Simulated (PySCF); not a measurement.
C6H13FGe.
SMILES with atom numbers: `[CH3:1][C@@H:2]1[CH2:3][CH2:4][C@@H:5]([F:6])[CH2:7][GeH2:8]1` (hydrogens: H9, H10, H11 on C1; H12 on C2; H13, H14 on C3; H15, H16 on C4; H17 on C5; H18, H19 on C7; H20, H21 on Ge8)

Method: PBE0-D3(BJ)/def2-SVP geometry optimisation, gas phase in PySCF; density fitting, grid level 1; the optimiser is geomeTRIC in internal coordinates, started from a GFN2-xTB structure with every atom displaced at random (about 0.01 Å).

Step 0: E = -65638.7443 eV
```
atom  x, y, z in Å  |  force x, y, z in eV/Å
C1      2.4528   -1.0407    0.2447   -1.671   1.964   0.124
C2      1.0817   -0.5557   -0.3044    0.739  -0.047   0.953
C3      0.8842    0.9519   -0.1057    0.919  -0.520   0.448
C4     -0.3785    1.4831   -0.6608   -2.156   0.553   0.301
C5     -1.6289    1.0681    0.1593    0.218   0.704  -0.164
F6     -2.7063    1.8693   -0.2248    0.265  -0.242  -0.143
C7     -1.9976   -0.3856    0.0137   -0.074   0.193   0.448
Ge8    -0.4397   -1.4799    0.5361   -0.389   0.505  -0.713
H9      2.5637   -2.0745    0.0970    0.402  -1.856  -0.254
H10     2.5015   -0.8174    1.3153    0.167  -0.056   0.243
H11     3.2424   -0.4902   -0.2524    0.598   0.166  -0.251
H12     1.0634   -0.7528   -1.3718   -0.184  -0.213  -0.617
H13     1.7046    1.4948   -0.5914    0.383   0.010   0.057
H14     0.9384    1.1844    0.9791    0.117   0.053  -0.161
H15    -0.5543    1.1307   -1.6854    0.115   0.094  -0.287
H16    -0.3804    2.5929   -0.6705    0.047  -0.300  -0.083
H17    -1.4564    1.3332    1.2239    0.098  -0.181  -0.088
H18    -2.9034   -0.5862    0.6131    0.187  -0.145   0.020
H19    -2.2660   -0.5781   -1.0281    0.029  -0.112  -0.337
H20    -0.6435   -2.9041    0.1073   -0.003  -0.705  -0.340
H21    -0.3316   -1.5044    2.0309    0.192   0.136   0.844
```

Step 1: E = -65638.9318 eV
```
atom  x, y, z in Å  |  force x, y, z in eV/Å
C1      2.4301   -1.0253    0.2977    0.058  -0.372  -0.201
C2      1.0958   -0.5653   -0.2725   -0.053   0.061  -0.187
C3      0.9076    0.9467   -0.1348   -0.386   0.077   0.082
C4     -0.4328    1.4756   -0.6627    0.280  -0.078  -0.030
C5     -1.6550    1.1196    0.1699    0.151  -0.104  -0.196
F6     -2.7134    1.8775   -0.3045   -0.081  -0.001   0.077
C7     -2.0204   -0.3478    0.0813    0.020  -0.043  -0.057
Ge8    -0.4673   -1.4851    0.5011    0.089  -0.276   0.195
H9      2.6648   -2.0821    0.0360   -0.137   0.374   0.135
H10     2.4574   -0.9355    1.3946    0.018   0.010   0.032
H11     3.2428   -0.4011   -0.1085    0.092  -0.021   0.028
H12     1.0707   -0.7925   -1.3588   -0.011  -0.042   0.153
H13     1.7214    1.4657   -0.6677    0.063  -0.004  -0.026
H14     1.0120    1.2478    0.9250    0.035  -0.043   0.012
H15    -0.5988    1.1173   -1.6957   -0.005   0.019   0.037
H16    -0.3822    2.5680   -0.7218   -0.052   0.207   0.010
H17    -1.4845    1.4227    1.2206   -0.020  -0.026  -0.001
H18    -2.8763   -0.5853    0.7314    0.014  -0.001  -0.007
H19    -2.3249   -0.5573   -0.9603    0.014  -0.008   0.094
H20    -0.6113   -2.9171   -0.0941   -0.058   0.234   0.114
H21    -0.2898   -1.6079    2.0490   -0.033   0.038  -0.264
```

Q: Estimate the geometry and energy of step 2. (The exact step hangs on the optimiser's Hessian estimate; all steps are aligned on step 1, rigid shifts and turns removed.)

A: E = -65638.9562 eV, largest force 0.121 eV/Å
```
atom  x, y, z in Å  |  force x, y, z in eV/Å
C1      2.4236   -1.0277    0.2910    0.013  -0.066  -0.057
C2      1.0907   -0.5598   -0.2788    0.009   0.077  -0.057
C3      0.9009    0.9543   -0.1337   -0.118   0.016   0.020
C4     -0.4269    1.4938   -0.6678    0.052   0.002  -0.008
C5     -1.6472    1.1098    0.1552   -0.004  -0.034  -0.001
F6     -2.7218    1.8612   -0.2950   -0.025   0.006  -0.003
C7     -2.0078   -0.3587    0.0741    0.026   0.023  -0.060
Ge8    -0.4594   -1.4852    0.5073    0.058  -0.070   0.057
H9      2.6315   -2.0828    0.0457   -0.036   0.051   0.044
H10     2.4534   -0.9292    1.3881    0.010   0.017   0.009
H11     3.2560   -0.4276   -0.1151    0.010  -0.011   0.000
H12     1.0613   -0.7982   -1.3583   -0.010   0.000   0.014
H13     1.7236    1.4725   -0.6571    0.031  -0.026   0.009
H14     1.0051    1.2390    0.9307    0.006  -0.007  -0.004
H15    -0.5866    1.1502   -1.7055    0.011   0.016  -0.010
H16    -0.3902    2.5941   -0.7075   -0.018  -0.021   0.031
H17    -1.4786    1.4015    1.2091    0.019   0.002   0.017
H18    -2.8603   -0.5926    0.7290   -0.006   0.022  -0.003
H19    -2.3150   -0.5810   -0.9612   -0.003  -0.017   0.000
H20    -0.6246   -2.9073   -0.0653   -0.027   0.001   0.010
H21    -0.2816   -1.5878    2.0401    0.002   0.019  -0.008
```

The energy changes by -0.0245 eV. The first-order estimate −F·Δx gives -0.0406 eV and the mean of the old and new forces, exact on a quadratic surface, -0.0245 eV. The step makes an angle of 67° with the force vector and moves no atom by more than 0.036 Å.

The cost below is that of the whole optimisation. On one thread of an Intel Xeon at 2.70 GHz, on a shared host, this took 4.4 min of wall time and 0.98 GiB of memory at its peak.
